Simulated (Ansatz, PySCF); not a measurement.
CH10ClNSi3, SMILES C[Si@](N)(Cl)[SiH2][SiH3]. Atoms are numbered in the order given.

```xyz
16

C     -1.0560    -1.9279     0.5491
Si    -0.8126    -0.1182     0.1344
N     -0.9297     0.7963     1.5975
Cl    -2.2921     0.3779    -1.2945
Si     1.2859     0.3637    -0.7859
Si     2.8340     0.2305     0.9791
H     -2.0398    -2.0851     1.0213
H     -1.0178    -2.5436    -0.3622
H     -0.2743    -2.2714     1.2448
H     -0.7177     1.7904     1.5839
H     -1.6951     0.6103     2.2417
H      1.3026     1.7378    -1.3735
H      1.6197    -0.6173    -1.8623
H      2.5871     1.3466     1.9391
H      4.2485     0.3126     0.5065
H      2.6493    -1.0650     1.6993
```
Charge 0, spin multiplicity 1.

Coordinates come from a B3LYP-D3(BJ)/def2-SVP optimisation. The structure was generated by enumeration; whether it is a known compound was not checked. One conformer was computed; it need not be the lowest.

Two levels are set side by side: PBE-D3(BJ)/def2-SVP (Ansatz, a program for electronic structure) and B3LYP-D3(BJ)/def2-SVP (Ansatz). Each level has its own optimised geometry; the coordinates shown are those of the second. Frequencies come from the Hessian of PySCF at each geometry. Differences are taken from unrounded values.

```json
[
 {"quantity": "mean bond length (Å)", "B3LYP-D3(BJ)": "1.548"},
 {"quantity": "bond C1–Si2 (Å)", "B3LYP-D3(BJ)": "1.872"},
 {"quantity": "bond Si2–N3 (Å)", "B3LYP-D3(BJ)": "1.729"},
 {"quantity": "bond Si2–Cl4 (Å)", "B3LYP-D3(BJ)": "2.116"},
 {"quantity": "bond Si2–Si5 (Å)", "B3LYP-D3(BJ)": "2.342"},
 {"quantity": "bond Si5–Si6 (Å)", "B3LYP-D3(BJ)": "2.351"},
 {"quantity": "bond C1–H7 (Å)", "B3LYP-D3(BJ)": "1.103"},
 {"quantity": "bond C1–H8 (Å)", "B3LYP-D3(BJ)": "1.100"},
 {"quantity": "bond C1–H9 (Å)", "B3LYP-D3(BJ)": "1.101"},
 {"quantity": "bond N3–H10 (Å)", "B3LYP-D3(BJ)": "1.017"},
 {"quantity": "bond N3–H11 (Å)", "B3LYP-D3(BJ)": "1.018"},
 {"quantity": "bond Si5–H12 (Å)", "B3LYP-D3(BJ)": "1.495"},
 {"quantity": "bond Si5–H13 (Å)", "B3LYP-D3(BJ)": "1.494"},
 {"quantity": "bond Si6–H14 (Å)", "B3LYP-D3(BJ)": "1.493"},
 {"quantity": "bond Si6–H15 (Å)", "B3LYP-D3(BJ)": "1.494"},
 {"quantity": "bond Si6–H16 (Å)", "B3LYP-D3(BJ)": "1.494"},
 {"quantity": "highest harmonic wavenumber (cm⁻¹)", "B3LYP-D3(BJ)": "3638"},
 {"quantity": "mean harmonic wavenumber (cm⁻¹)", "B3LYP-D3(BJ)": "1120"},
 {"quantity": "zero-point energy (kcal/mol)", "B3LYP-D3(BJ)": "67.25"}
]
```

### Question
What does PBE-D3(BJ) give, and how far is it from B3LYP-D3(BJ)? (The exact figures need the calculation; the answer reports its results.)

### Answer

```tsv
quantity	PBE-D3(BJ)	PBE-D3(BJ) minus B3LYP-D3(BJ)
mean bond length (Å)	1.557	0.009
bond C1–Si2 (Å)	1.878	0.006
bond Si2–N3 (Å)	1.740	0.011
bond Si2–Cl4 (Å)	2.121	0.005
bond Si2–Si5 (Å)	2.348	0.006
bond Si5–Si6 (Å)	2.353	0.001
bond C1–H7 (Å)	1.110	0.007
bond C1–H8 (Å)	1.108	0.007
bond C1–H9 (Å)	1.109	0.007
bond N3–H10 (Å)	1.024	0.008
bond N3–H11 (Å)	1.025	0.008
bond Si5–H12 (Å)	1.508	0.013
bond Si5–H13 (Å)	1.507	0.013
bond Si6–H14 (Å)	1.506	0.013
bond Si6–H15 (Å)	1.507	0.013
bond Si6–H16 (Å)	1.507	0.013
highest harmonic wavenumber (cm⁻¹)	3563	-76
mean harmonic wavenumber (cm⁻¹)	1089	-31
zero-point energy (kcal/mol)	65.39	-1.86
```

Exact exchange shortens and stiffens bonds; PBE has none. Differences between two approximate levels are no errors against the true value.
